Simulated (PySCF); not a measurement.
## Excitation energy of W⁺ by level of theory

W⁺ [Xe] 4f14 5d4 6s1 (6D) → W⁺ [Xe] 4f14 5d4 6p1 (high-spin determinant), as a difference of total energies. Calculation: PySCF 2.14, in x2c-TZVPPall; scalar relativity by spin-free X2C-1e. Correlated levels: valence: [Xe] 4f14 frozen. The calculations carry no spin-orbit coupling.

```json
{"method": "UHF", "excitation energy (eV)": "5.236"}
{"method": "LDA", "excitation energy (eV)": "5.550"}
{"method": "PBE", "excitation energy (eV)": "5.432"}
{"method": "PBE0", "excitation energy (eV)": "5.406"}
{"method": "r2SCAN", "excitation energy (eV)": "5.657"}
{"method": "M06-2X", "excitation energy (eV)": "5.435"}
{"method": "CAM-B3LYP", "excitation energy (eV)": "5.425"}
{"method": "BP86", "excitation energy (eV)": "5.476"}
{"method": "MP2 (valence)", "excitation energy (eV)": "5.793"}
{"method": "SCS-MP2 (valence)", "excitation energy (eV)": "5.767"}
```

Problem. How much does correlation contribute at MP2 (valence)?

Solution. 5.793 − (5.236) = 0.557 eV, measured against UHF.

A first-order spin-orbit estimate (lowest level to lowest level, LS coupling) adds -0.269 eV.

The basis was made for the ground configuration and has no added diffuse functions, so the excitation energy can come out too high.

The determinant of the upper state mixes LS terms, which raises its energy above the lowest term, most at the Hartree-Fock and MP2 levels.
